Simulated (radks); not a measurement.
Results of a calculation; reference values are marked as such.
Dipole-allowed excitations along the series with 36 electrons in [Kr]. Code: a radial shooting solver on a logarithmic mesh with Libxc functionals. Model: scalar-relativistic Kohn-Sham, LB94 model potential, spin-unpolarised, spherical densities, finite nucleus; Fermi nuclear charge, rms radius of each element as measured or else 0.836 A^(1/3) + 0.57 fm. Time-dependent linear response with the Hartree and adiabatic LDA kernel, continuum included through the Sternheimer equations, no spin-orbit coupling, so fine structure and intercombination lines are absent. Lines are the poles of the dipole polarisability below minus the highest occupied eigenvalue, found on a grid refined at the orbital gaps; the lowest seven at most are given, and weak or close lines can be missed. The first line takes the name of the lowest orbital gap if no other gap lies below it; otherwise a line is named after a gap within 0.6 % of it, if that gap stands alone.

| species | -e(HOMO) (eV) | lowest orbital gap (eV) | first line (eV) | f | strongest line (eV) | its f | static alpha (bohr^3) |
|---|---|---|---|---|---|---|---|
| Rb+ | 27.635 | 4p-5s 16.415 | 16.527 (4p-5s) | 0.485 | 20.711 (unassigned) | 2.43 | 9.321 |
| Sr2+ | 43.236 | 4p-4d 23.294 | 23.570 (unassigned) | 0.518 | 27.733 (unassigned) | 4.10 | 5.947 |
| Zr4+ | 80.822 | 4p-4d 32.157 | 40.044 (unassigned) | 5.73 | the first | 5.73 | 3.025 |
| Nb5+ | 102.63 | 4p-4d 36.383 | 45.644 (4p-4d) | 5.50 | the first | 5.50 | 2.306 |
